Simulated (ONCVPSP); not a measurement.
# u(r) = r·R(r): atom against pseudo-atom (platinum)

Columns: radius, all-electron u(r) and pseudo u(r) of the 5p shell (level -56.02 eV) of platinum in the configuration [Kr] 4d10 4f14 5s2 5p6 5d9 6s1; PBE, scalar-relativistic, ONCV scheme, ONCVPSP 4.0.1.

```json
{"r (bohr)": "0.095", "all-electron": "0.2157", "pseudo": "0.0275"}
{"r (bohr)": "0.190", "all-electron": "0.1776", "pseudo": "0.1065"}
{"r (bohr)": "0.285", "all-electron": "-0.4589", "pseudo": "0.2280"}
{"r (bohr)": "0.380", "all-electron": "-0.5693", "pseudo": "0.3782"}
{"r (bohr)": "0.475", "all-electron": "-0.2420", "pseudo": "0.5406"}
{"r (bohr)": "0.570", "all-electron": "0.2136", "pseudo": "0.6985"}
{"r (bohr)": "0.665", "all-electron": "0.6144", "pseudo": "0.8368"}
{"r (bohr)": "0.760", "all-electron": "0.8952", "pseudo": "0.9440"}
{"r (bohr)": "0.855", "all-electron": "1.0547", "pseudo": "1.0132"}
{"r (bohr)": "0.950", "all-electron": "1.1149", "pseudo": "1.0422"}
{"r (bohr)": "1.045", "all-electron": "1.1034", "pseudo": "1.0333"}
{"r (bohr)": "1.140", "all-electron": "1.0455", "pseudo": "0.9921"}
{"r (bohr)": "1.235", "all-electron": "0.9610", "pseudo": "0.9265"}
{"r (bohr)": "1.330", "all-electron": "0.8640", "pseudo": "0.8448"}
{"r (bohr)": "1.425", "all-electron": "0.7641", "pseudo": "0.7552"}
{"r (bohr)": "1.520", "all-electron": "0.6675", "pseudo": "0.6641"}
{"r (bohr)": "1.615", "all-electron": "0.5774", "pseudo": "0.5765"}
{"r (bohr)": "1.710", "all-electron": "0.4958", "pseudo": "0.4956"}
{"r (bohr)": "1.805", "all-electron": "0.4231", "pseudo": "0.4230"}
{"r (bohr)": "1.900", "all-electron": "0.3594", "pseudo": "0.3593"}
{"r (bohr)": "1.995", "all-electron": "0.3041", "pseudo": "0.3040"}
{"r (bohr)": "2.090", "all-electron": "0.2564", "pseudo": "0.2564"}
{"r (bohr)": "2.185", "all-electron": "0.2157", "pseudo": "0.2156"}
{"r (bohr)": "2.280", "all-electron": "0.1810", "pseudo": "0.1810"}
{"r (bohr)": "2.375", "all-electron": "0.1516", "pseudo": "0.1516"}
{"r (bohr)": "2.470", "all-electron": "0.1268", "pseudo": "0.1268"}
```

How many radial nodes do the two functions have?

The all-electron 5p function has n − l − 1 = 3 (the table is too coarse to show those close to the nucleus); the pseudo-wave has 0, since the states of the same l below it are removed with the core.

At about which radius was the pseudo-wave matched?

1.80 bohr, where the columns begin to agree (steps of 0.10 bohr).

Where does each function peak?

Outermost all-electron maximum near 0.95 bohr, pseudo maximum near 0.95 bohr (to the table’s step).

Is the pseudo-wave norm-conserving?

Yes: the ONCV scheme keeps the norm inside the radius equal to the all-electron one, which fixes the energy derivative of the logarithmic derivative at the level.
